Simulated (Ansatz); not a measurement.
One change: SiH₄ becomes GeH₄.

Ansatz, PBE0-D4/def2-TZVP geometries, multiplicity 1. 

Scalar relativity is left out up to krypton.

| property | SiH₄ |
| --- | --- |
| LUMO energy (ωB97M-V/def2-TZVPP) / eV | 2.71 |
| HOMO–LUMO gap (PBE0/def2-TZVPP) / eV | 10.92 |
| HOMO–LUMO gap (ωB97M-V/def2-TZVPP) / eV | 14.86 |
| size of the dipole moment (PBE/def2-TZVPP) / D | 0.00 |
| HOMO energy (PBE0/def2-TZVPP) / eV | -9.86 |
| LUMO energy (PBE/def2-TZVPP) / eV | 0.22 |

Question: What does the change do to each property? (An estimate is asked.)

Answer: Ansatz gave: 
```
                                      property   GeH₄  shift
         LUMO energy (ωB97M-V/def2-TZVPP) / eV   2.76   0.05
          HOMO–LUMO gap (PBE0/def2-TZVPP) / eV  10.73  -0.19
       HOMO–LUMO gap (ωB97M-V/def2-TZVPP) / eV  14.67  -0.19
size of the dipole moment (PBE/def2-TZVPP) / D   0.00   0.00
            HOMO energy (PBE0/def2-TZVPP) / eV  -9.65   0.21
             LUMO energy (PBE/def2-TZVPP) / eV   0.18  -0.04
```
